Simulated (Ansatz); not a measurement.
Reactions of C4H7I, SMILES `CC1(I)CC1`.

Gas-phase electronic energies from Ansatz, PBE0-D4/def2-TZVP geometries. CCSD(T)/CBS is the MP2 limit (def2-TZVPP, def2-QZVPP) plus CCSD(T) − MP2 in def2-TZVPP, frozen cores. This one scheme is used for every species, atoms too. DFT in def2-TZVPP. Open shells (•) are unrestricted, without spin–orbit coupling. Spin–orbit coupling would lower the free atoms: a little for C; strongly for I. def2 core potentials past Kr. For I outer-core shells are correlated without core-valence functions, so the limit isn't a true one: a few kJ/mol of doubt a bond, and 10 to 20 or more in all where bonds break to atoms. Each species was taken in one conformer, which may not be the lowest.

```
                            reaction  PBE0-D4 (eV)  B2PLYP (eV)  PBE-D4 (eV)  CCSD(T)/CBS(def2) (eV)
`CC1(I)CC1` + H₂O → `CC1(O)CC1` + HI          0.27         0.28         0.29                    0.42
          `CC1(I)CC1` → `C/C=C(\C)I`         -0.23        -0.39        -0.31                   -0.33
`CC1(I)CC1` + BH₃ → `BC1(C)CC1` + HI         -0.81        -0.75        -0.81                   -0.69
      `CC1(I)CC1` → 4 C• + 7 H• + I•         48.54        47.45        49.20                   48.02
```

Largest T1 diagnostic: 0.010, for `BC1(C)CC1`.
